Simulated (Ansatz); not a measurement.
`OC(F)(F)N[SiH3]` + `FC1CO1` → `F[C@H]1O[C@H]1[SiH3]` + `NC(O)(F)F`  (formal exchange of groups at the Si–N bond)

Calculated with Ansatz (gas phase, PBE0-D4/def2-TZVP geometries, no zero-point term in ΔE). CCSD(T)/CBS is the MP2 limit (def2-TZVPP, def2-QZVPP) plus CCSD(T) − MP2 in def2-TZVPP, frozen cores. Functionals use def2-TZVPP. Each species was taken in one conformer, which may not be the lowest.

`OC(F)(F)N[SiH3]`:

Z-matrix (Å, degrees):
```
C
F 1 1.364
F 1 1.378 2 103.4
O 1 1.355 2 111.5 3 -116.0
N 1 1.385 2 108.8 3 120.7
H 4 0.964 1 108.3 2 73.3
Si 5 1.737 1 125.6 2 -21.5
H 5 1.006 1 113.3 2 162.5
H 7 1.483 5 111.6 1 -53.5
H 7 1.483 5 112.1 1 69.0
H 7 1.484 5 104.0 1 -172.4
```

`FC1CO1`:

```xyz
7

F     1.043   -1.337    0.500
C    -0.001   -0.478    0.496
C    -0.010    0.611   -0.460
O    -0.832   -0.563   -0.595
H    -0.466   -0.437    1.478
H    -0.545    1.532   -0.249
H     0.810    0.672   -1.169
```

`F[C@H]1O[C@H]1[SiH3]`:

```xyz
10

F     0.859    1.851    0.455
C     0.409    0.819    1.203
O    -0.945    0.619    1.189
C    -0.092   -0.384    0.551
Si   -0.248   -0.551   -1.317
H     0.905    0.810    2.171
H    -0.024   -1.306    1.129
H     0.921   -1.329   -1.805
H    -0.295    0.781   -1.959
H    -1.489   -1.310   -1.616
```

`NC(O)(F)F`:

Z-matrix (Å, degrees):
```
C
O 1 1.366
F 1 1.357 2 109.2
N 1 1.402 2 113.6 3 122.2
F 1 1.357 2 109.2 3 -115.7
H 2 0.965 1 108.7 3 58.0
H 4 1.011 1 110.1 2 60.2
H 4 1.011 1 110.1 2 -60.7
```

```csv
level,ΔE (kcal/mol)
PBE0-D4,12.7
PBE0,12.7
CCSD(T)/def2-TZVPP,13.4
SCS-MP2/def2-QZVPP,14.5
```

**Question.** What does CCSD(T)/CBS give? (An estimate is asked.)

**Answer.** Computed: +13.5 kcal/mol. The listed levels differ from it by -0.8, -0.8, -0.1, 1.0 kcal/mol.

Largest T1 diagnostic among the species: 0.013.

From PBE to PBE0 (25 % exact exchange), in def2-TZVPP and without D4, ΔE moves by +0.9 kcal/mol. In def2-TZVPP, CCSD(T) changes the Hartree–Fock value by −2.2 kcal/mol (the triples alone add −0.4 kcal/mol) and MP2 by −1.5 kcal/mol.
